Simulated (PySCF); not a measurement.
# Ionisation energy of Ir by level of theory

Ir [Xe] 4f14 5d7 6s2 (4F) → Ir⁺ [Xe] 4f14 5d7 6s1 (5F), as a difference of total energies. Computed with PySCF 2.14 in def2-SVP with the def2 core potential (60 electrons) (6s3p2d1f, 32 functions), with a scalar-relativistic core potential. Correlated levels: valence: 5s2 5p6 frozen. The calculations carry no spin-orbit coupling.

```json
{"method": "UHF", "ionisation energy (eV)": "7.037"}
{"method": "M06-L", "ionisation energy (eV)": "8.592"}
{"method": "TPSS", "ionisation energy (eV)": "8.685"}
{"method": "MP2 (valence)", "ionisation energy (eV)": "8.240"}
{"method": "SCS-MP2 (valence)", "ionisation energy (eV)": "8.345"}
```

Errors of the correlated levels include the incompleteness of this basis and the frozen core.

MP2 underrates the near-degeneracy of ns² with np² in the lower species.

**Question.** Which method comes closest to the reference value, and which is furthest?

**Answer.** The reference is 8.926 eV (measured; NIST levels, between the centres of gravity of the two terms). Closest: TPSS (error -0.241 eV); furthest: UHF (error -1.889 eV).
